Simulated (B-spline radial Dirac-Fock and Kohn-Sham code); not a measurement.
## Dipole and non-dipole photoemission parameters of C 2s

System: neutral carbon in the configuration [He] 2s2 2p2; threshold 16.70 eV (orbital energy of the model). Model: Dirac-Hartree-Slater photoionisation with a Latter tail; cross sections with all multipoles, angular parameters from the dipole term and its interference with E2. Program: a B-spline atomic structure program.

The run's input, task.json:

```json
{"items": [{
  "Z": 6,
  "q": 0,
  "cfg": [[1, 0, 2], [2, 0, 2], [2, 1, 2]],
  "A": 12,
  "rrms": 2.4702,
  "do": "xps",
  "hv": [60, 81.0, 84.6, 95.7, 150, 200, 246.0, 285.0, 300, 326.0, 344.0, 452.0, 618.0, 622.0, 721.0, 805.0, 915.0, 1090.0, 1486.9, 2000, 2520.0, 2680.0, 2830.0, 6320.0, 9251.7, 9380.0, 10500.0, 12000, 12200.0, 13300.0],
  "edges": {"K": 284.2}
}]}
```

Command: `python xray2_run.py task.json out`

```
hν (eV)    σ (kb)      β       γ
     60       758  2.000  -0.027
     81       509  2.000  -0.014
   84.6       476  2.000  -0.011
   95.7       390  2.000   0.000
    150       168  2.000   0.062
    200      92.6  2.000   0.114
    246      58.8  2.000   0.156
    285      42.1  2.000   0.189
    300      37.4  2.000   0.201
    326      30.8  2.000   0.221
    344      27.2  2.000   0.234
    452      14.2  2.000   0.307
    618      6.54  2.000   0.407
    622      6.43  2.000   0.409
    721      4.41  2.000   0.461
    805      3.31  2.000   0.503
    915      2.36  2.000   0.555
   1090         ?      ?       ?
 1486.9     0.627  2.000   0.774
   2000     0.270  2.000   0.936
   2520     0.138  2.000   1.080
   2680     0.115  2.000   1.122
   2830    0.0978  2.000   1.159
   6320   0.00842  2.000   1.806
 9251.7   0.00254  2.000   2.222
   9380   0.00243  2.000   2.239
  10500   0.00169  2.000   2.379
  12000   0.00110  2.000   2.552
  12200   0.00104  2.000   2.574
  13300  0.000789  2.000   2.691
```

Q: Give the values at 1090 eV.

A: σ = 1.47 kb, β = 2.000, γ = 0.629. For an s subshell δ is negligible.

Values without a named source are computed, but for edge energies of neutral atoms, which are taken from tables.
